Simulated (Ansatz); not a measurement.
A nudged elastic band was laid between two geometries of AlFH4N2 + H4Si (13 atoms, charge 0, multiplicity 1).

The calculation used Ansatz 0.2.0, RKS PBE/cc-pVDZ.

```yaml
movable_images: 1
climbing_image: yes
spring: 5.0 eV/Å²
optimiser: quadratic models (default)
start_path: through a guess of the saddle point
force_threshold: 0.03 eV/Å
iteration_limit: 60
end_points: relaxed
```

Image 0:

```xyz
13
Properties=species:S:1:pos:R:3
Al -0.687 1.022 0.057
F -1.133 1.399 -1.549
N 0.221 2.248 1.001
N -1.387 -0.487 0.768
H 1.090 -0.057 -0.682
Si 1.023 -1.556 -0.967
H 0.570 2.098 1.951
H 0.749 3.002 0.556
H -2.199 -0.937 0.335
H -1.399 -0.674 1.775
H 1.202 -2.315 0.317
H -0.248 -1.908 -1.683
H 2.197 -1.834 -1.879
```

Image 2:

```xyz
13
Properties=species:S:1:pos:R:3
Al -0.332 0.310 0.415
F -0.602 0.768 -1.650
N 0.555 1.621 1.281
N -2.105 0.103 0.784
H 0.067 0.110 -1.952
Si 1.193 -1.381 -0.598
H 0.137 2.511 1.567
H 1.574 1.679 1.342
H -2.707 -0.465 0.178
H -2.367 -0.100 1.756
H 2.689 -1.292 -0.385
H 0.815 -2.846 -0.620
H 1.084 -1.018 -2.117
```

What changes between the two ends?

Bonds broken: H5–Si6. Bonds formed: Al1–Si6, F2–H5. AlFH4N2 + H4Si becomes AlFH8N2Si.

Give the energies along the band, and the barrier.

It converged. The highest image is number 1 of 0 to 2, 1.48 eV above the first end and 0.18 eV above the last; the last end lies 1.30 eV above the first. Neighbouring images differ by up to 1.5 eV, so the band resolves the path poorly. The order of the stationary point at the top wasn't checked. So few images can step over the top or miss a turn of the path. The orbitals stay closed-shell, which can raise the energy where a bond breaks towards radicals; this wasn't checked here.

| image | path coordinate (Å) | energy (eV) | H5–Si6 (Å) | Al1–Si6 (Å) | F2–H5 (Å) |
| --- | --- | --- | --- | --- | --- |
| 0 | 0.00 | 0.00 | 1.53 | 3.26 | 2.80 |
| 1 | 4.16 | 1.48 | 2.00 | 2.64 | 1.10 |
| 2 | 5.33 | 1.30 | 2.31 | 2.49 | 0.99 |

What is the geometry of the highest image?


```xyz
13
Properties=species:S:1:pos:R:3
Al -0.462 0.446 0.272
F -0.816 1.019 -1.581
N 0.585 1.517 1.261
N -2.094 -0.065 0.860
H -0.048 0.233 -1.622
Si 1.199 -1.187 -0.974
H 0.248 2.178 1.965
H 1.597 1.605 1.148
H -2.781 -0.490 0.230
H -2.194 -0.498 1.784
H 2.558 -0.853 -0.398
H 0.793 -2.556 -0.476
H 1.415 -1.350 -2.470
```

The band took 31 iterations and about 60 core-seconds.

Time of the run: 32 s on 2 threads of AMD EPYC 9R45 96-Core Processor (Zen 5), with other jobs on the host, peak memory 0.19 GiB.
